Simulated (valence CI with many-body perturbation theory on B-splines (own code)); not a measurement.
# Cd⁴²⁺: electric-dipole lines

Level of theory: valence CI with perturbative core correlation (CI+MBPT): four valence electrons over a frozen Dirac-Fock core [He], a basis of 11 s, 11 p, 10 d, 8 f, 5 g, 2 h functions for each j, with the one-electron correlation potential Σ1, the two-electron term Σ2, the three-electron term Σ3, Breit, model QED; selected CI, second order for the rest, scaled by the run's own slope (own B-spline code, finite nucleus).

No measured spectrum was set against this ion. As an estimate, large intervals hold to a few tenths of a per cent, small ones and those within an open d or f shell to about a per cent. Among the levels kept, up to 760 cm⁻¹ of a level comes from second order outside the variational space, and about a tenth of that is noise between levels of different J, which matters for small intervals.

Lines 201 to 250 of 545 in falling wavelength, among levels below 4762.0 eV, chosen from the strongest by gf and those to the six lowest levels. Wavelengths and rates use the calculated energies. Electric multipoles are in the length gauge with retardation, E1 and E2 with the static RPA response of the core. Weak lines are less certain than strong ones. Lines between different terms over intervals too small for the method are left out, as are lines whose strength nearly cancels. Where a level lies close to another of its J and parity, the split of strength between their lines is uncertain. The highest levels of a list are the least certain.

Levels are named by their leading jj configuration (3d3/2^4 stands for four electrons in 3d with j = 3/2), which in mixed levels can hold well under half, so a name can repeat and another be missing. Letters in brackets count levels of one name in rising energy.

```csv
λ vac (Å),Upper,Lower,A (s⁻¹),log gf,Branch %
31.85,(2s 2p1/2 2p3/2 3d3/2) J=1 [d],(2s^2 2p1/2 3d3/2) J=1,2.46e+11,-0.95,0.1
31.80,(2s 2p1/2 2p3/2 3d5/2) J=2 [c],(2s^2 2p1/2 3d5/2) J=2,3.04e+11,-0.64,0.1
31.79,(2s 2p1/2 2p3/2 3p3/2) J=2 [d],(2s^2 2p1/2 3p3/2) J=2,3.37e+11,-0.59,0.9
31.73,(2s 2p1/2 2p3/2 3s) J=1 [c],(2s^2 2p1/2 3s) J=1,2.75e+11,-0.90,1.0
31.72,(2s 2p1/2 2p3/2 3d5/2) J=1 [c],(2s^2 2p1/2 3d5/2) J=2,3.18e+11,-0.84,0.1
31.72,(2s 2p1/2 2p3/2 3s) J=2 [c],(2s^2 2p1/2 3s) J=1,2.81e+11,-0.67,1.2
31.68,(2s 2p1/2 2p3/2 3d5/2) J=2 [d],(2s^2 2p1/2 3d5/2) J=3,4.24e+11,-0.50,0.2
31.68,(2s 2p1/2 2p3/2 3d3/2) J=2 [c],(2s^2 2p1/2 3d3/2) J=2,2.72e+11,-0.69,0.2
31.62,(2p1/2^2 2p3/2 3d5/2) J=4,(2s 2p1/2^2 3d5/2) J=3,1.56e+11,-0.68,20.5
31.61,(2p1/2^2 2p3/2 3p3/2) J=3,(2s 2p1/2^2 3p3/2) J=2,2.02e+11,-0.67,0.3
31.60,(2p1/2 2p3/2^2 3p1/2) J=1 [b],(2s 2p1/2 2p3/2 3p1/2) J=2 [c],2.96e+11,-0.88,0.6
31.55,(2s 2p1/2 2p3/2 3d3/2) J=1 [c],(2s^2 2p1/2 3d3/2) J=2,4.20e+11,-0.73,0.6
31.48,(2s 2p3/2^2 3d3/2) J=1 [b],(2s^2 2p3/2 3d3/2) J=2,3.53e+11,-0.80,0.1
31.40,(2s 2p1/2 2p3/2 3p3/2) J=1 [c],(2s^2 2p1/2 3p3/2) J=1,2.40e+11,-0.97,0.6
31.36,(2s 2p1/2 2p3/2 3p3/2) J=1 [d],(2s^2 2p1/2 3p3/2) J=2,2.99e+11,-0.88,7.5
31.34,(2p1/2 2p3/2^2 3s) J=1 [b],(2s 2p1/2 2p3/2 3s) J=2 [c],3.49e+11,-0.81,1.3
31.29,(2s 2p3/2^2 3d5/2) J=3 [c],(2s^2 2p3/2 3d5/2) J=2,1.11e+11,-0.94,0.0
31.28,(2s 2p3/2^2 3s) J=1 [b],(2s^2 2p3/2 3s) J=1,5.24e+11,-0.64,1.0
31.26,(2p1/2 2p3/2^2 3p3/2) J=2 [c],(2s 2p1/2 2p3/2 3p3/2) J=3 [c],2.42e+11,-0.75,0.3
31.26,(2s 2p3/2^2 3d3/2) J=3 [b],(2s^2 2p3/2 3d3/2) J=3,3.30e+11,-0.47,0.1
31.24,(2s 2p3/2^2 3s) J=1 [a],(2s^2 2p3/2 3s) J=2,3.27e+11,-0.84,1.4
31.20,(2p1/2 2p3/2^2 3p3/2) J=1 [c],(2s 2p1/2 2p3/2 3p3/2) J=2 [c],2.73e+11,-0.92,0.4
31.17,(2s 2p3/2^2 3d5/2) J=4 [b],(2s^2 2p3/2 3d5/2) J=4,3.76e+11,-0.31,9.3
31.15,(2s 2p3/2^2 3p3/2) J=3 [b],(2s^2 2p3/2 3p3/2) J=3,3.91e+11,-0.40,0.8
31.15,(2p1/2^2 2p3/2 3d3/2) J=3,(2s 2p1/2^2 3d3/2) J=2,1.56e+11,-0.80,4.6
31.10,(2p1/2 2p3/2^2 3s) J=2 [b],(2s 2p1/2 2p3/2 3s) J=2 [b],1.75e+11,-0.90,0.4
31.08,(2s 2p3/2^2 3p1/2) J=2 [b],(2s^2 2p3/2 3p1/2) J=2,4.87e+11,-0.45,1.2
31.06,(2s 2p3/2^2 3p1/2) J=1 [a],(2s^2 2p3/2 3p1/2) J=1,4.65e+11,-0.70,0.9
31.02,(2s 2p3/2^2 3p1/2) J=1 [b],(2s^2 2p3/2 3p1/2) J=2,2.59e+11,-0.95,0.4
30.98,(2s 2p3/2^2 3d5/2) J=3 [b],(2s^2 2p3/2 3d5/2) J=4,4.28e+11,-0.37,2.9
30.95,(2p1/2^2 2p3/2 3p1/2) J=2,(2s 2p1/2^2 3p1/2) J=1,2.07e+11,-0.83,0.6
30.95,(2s 2p1/2 2p3/2^2) J=0,(2s^2 2p1/2 2p3/2) J=1,3.05e+11,-1.36,100.0
30.93,(2s 2p3/2^2 3d3/2) J=2 [c],(2s^2 2p3/2 3d3/2) J=3,2.91e+11,-0.68,0.1
30.82,(2s 2p3/2^2 3s) J=2 [b],(2s^2 2p3/2 3s) J=2,4.74e+11,-0.47,4.8
30.80,(2p1/2^2 2p3/2 3s) J=2,(2s 2p1/2^2 3s) J=1,2.11e+11,-0.82,1.1
30.78,(2s 2p3/2^2 3d5/2) J=2 [c],(2s^2 2p3/2 3d5/2) J=3,4.51e+11,-0.49,0.1
30.78,(2p1/2^2 2p3/2 3d5/2) J=2,(2s^2 2p3/2 3p3/2) J=3,1.15e+11,-1.09,0.1
30.75,(2s 2p3/2^2 3d5/2) J=1 [b],(2s^2 2p3/2 3d5/2) J=2,3.58e+11,-0.82,0.1
30.75,(2s 2p1/2^2 2p3/2) J=1,(2s^2 2p1/2^2) J=0,3.43e+11,-0.84,94.9
30.70,(2s 2p3/2^2 3p3/2) J=2 [b],(2s^2 2p3/2 3p3/2) J=3,2.33e+11,-0.78,0.4
30.64,(2p1/2^2 2p3/2 3d3/2) J=1,(2s 2p1/2^2 3d3/2) J=1,1.97e+11,-1.08,0.3
30.62,(2p1/2 2p3/2^2 3p3/2) J=4,(2s 2p1/2 2p3/2 3p3/2) J=4,1.85e+11,-0.63,0.3
30.62,(2p1/2 2p3/2^2 3p1/2) J=3,(2s 2p1/2 2p3/2 3p1/2) J=3,1.96e+11,-0.71,0.5
30.48,(2p1/2 2p3/2^2 3p1/2) J=2 [b],(2s 2p1/2 2p3/2 3p1/2) J=2 [b],2.10e+11,-0.84,0.2
30.48,(2p1/2 2p3/2^2 3p1/2) J=2 [a],(2s^2 2p3/2 3d3/2) J=2,1.46e+11,-0.99,0.2
30.40,(2s 2p3/2^2 3d3/2) J=2 [b],(2s 2p1/2 2p3/2 3p1/2) J=2 [a],1.30e+11,-1.05,0.1
30.34,(2s 2p1/2 2p3/2^2) J=2 [b],(2s^2 2p1/2 2p3/2) J=2,5.22e+11,-0.44,93.7
30.25,(2p1/2^2 2p3/2 3d5/2) J=3,(2s 2p1/2^2 3d5/2) J=3,1.15e+11,-0.96,0.0
30.21,(2p1/2 2p3/2^2 3s) J=3,(2s 2p1/2 2p3/2 3s) J=3,2.06e+11,-0.71,1.5
30.04,(2s 2p1/2 2p3/2^2) J=1 [a],(2s^2 2p1/2 2p3/2) J=1,5.18e+11,-0.68,95.2
```
